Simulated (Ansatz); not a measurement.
Basis sets compared for the cluster Ga₂H₄⁻. Charge -1, multiplicity 2. Geometry PBE0-D4/def2-TZVPD. Ansatz on 4 threads of Arm Neoverse V1 on a shared host; times are rough, and most runs start from earlier orbitals.

```xyz
6

Ga    0.0983   -0.6079    1.0172
Ga   -0.0939    0.6078   -1.0178
H    -0.8342   -0.3801    2.3058
H     0.8313    0.3839   -2.3121
H    -1.1757    1.7661   -1.2812
H     1.1742   -1.7697    1.2881
```

The 6-31G sets use Cartesian d functions. B3LYP takes the VWN-RPA correlation. At PBE-D4/def2-SVPD, PBE-D4/def2-TZVPD, B3LYP-D4/6-31G, B3LYP-D4/def2-TZVPD and others the highest occupied level of the charge -1 doublet lies above zero (up to 0.87 eV). By energy differences its removal costs 1.54 eV (vertical, to the charge 0 singlet, at PBE0-D4/def2-TZVPD). The structure comes from a short search, and lower isomers may exist.

```
            level  functions  energy (Eh)  HOMO (eV)  LUMO (eV)  wall time
 PBE-D4/def2-SVPD        108   -3851.0350       0.87       1.69      1.4 s
   B3LYP-D4/6-31G         66   -3851.5322       0.46       2.12        1 s
PBE0-D4/def2-SVPD        108   -3851.1196       0.18       2.46      1.8 s
```

(1) Estimate the rows for PBE-D4/def2-TZVPD, B3LYP-D4/def2-TZVPD, PBE0-D4/def2-TZVPD.

Results:

(1) 
```
              level  functions  energy (Eh)  HOMO (eV)  LUMO (eV)  wall time
  PBE-D4/def2-TZVPD        144   -3851.5316       0.83       1.66        2 s
B3LYP-D4/def2-TZVPD        144   -3852.2393       0.38       2.13      3.1 s
 PBE0-D4/def2-TZVPD        144   -3851.6137       0.15       2.42      2.9 s
```
